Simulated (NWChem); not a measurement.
Molecule: C3H2FN; SMILES F/C=C/C#N

```xyz
7

N     -0.2135    -2.5281     0.0000
C      0.1047    -1.4127     0.0000
C      0.5139    -0.0509     0.0000
C     -0.3802     0.9439     0.0000
F     -0.0060     2.2038     0.0000
H      1.5843     0.1742     0.0000
H     -1.4661     0.8073     0.0000
```
Atoms are numbered in this order, from 1.

Results from NWChem. Medium grid unless said otherwise, to which SCAN and Minnesota functionals are sensitive. Structure relaxed at the PBE0/def2-SVP level. B3LYP is NWChem's, with the RPA form of VWN correlation. Total energies of different functionals are on different scales.

```json
[
 {"level": "B3LYP/def2-SVP", "energy (Ha)": "-269.8616", "highest occupied level (eV)": "-7.90", "orbital gap (eV)": "6.25", "dipole (D)": "2.83"},
 {"level": "PBE/def2-SVP", "energy (Ha)": "-269.5618", "highest occupied level (eV)": "-6.91", "orbital gap (eV)": "4.55", "dipole (D)": "2.93"},
 {"level": "MPW1K/def2-SVP", "energy (Ha)": "-269.7618", "highest occupied level (eV)": "(withheld)", "orbital gap (eV)": "(withheld)", "dipole (D)": "2.84"},
 {"level": "SCAN/def2-SVP", "energy (Ha)": "-269.7560", "highest occupied level (eV)": "-7.26", "orbital gap (eV)": "4.94", "dipole (D)": "2.94"},
 {"level": "B97-2/def2-SVP", "energy (Ha)": "-269.7709", "highest occupied level (eV)": "-7.95", "orbital gap (eV)": "6.40", "dipole (D)": "2.86"},
 {"level": "r2SCAN/def2-SVP", "energy (Ha)": "-269.7156", "highest occupied level (eV)": "-7.25", "orbital gap (eV)": "4.93", "dipole (D)": "2.98"},
 {"level": "TPSSh/def2-SVP", "energy (Ha)": "-269.8687", "highest occupied level (eV)": "-7.45", "orbital gap (eV)": "5.57", "dipole (D)": "2.89"},
 {"level": "M05-2X/def2-SVP", "energy (Ha)": "-269.8181", "highest occupied level (eV)": "-9.51", "orbital gap (eV)": "9.08", "dipole (D)": "2.78"}
]
```

### Question
Fill in the missing entries.

### Answer

- MPW1K/def2-SVP, highest occupied level (eV): -9.13
- MPW1K/def2-SVP, orbital gap (eV): 8.28
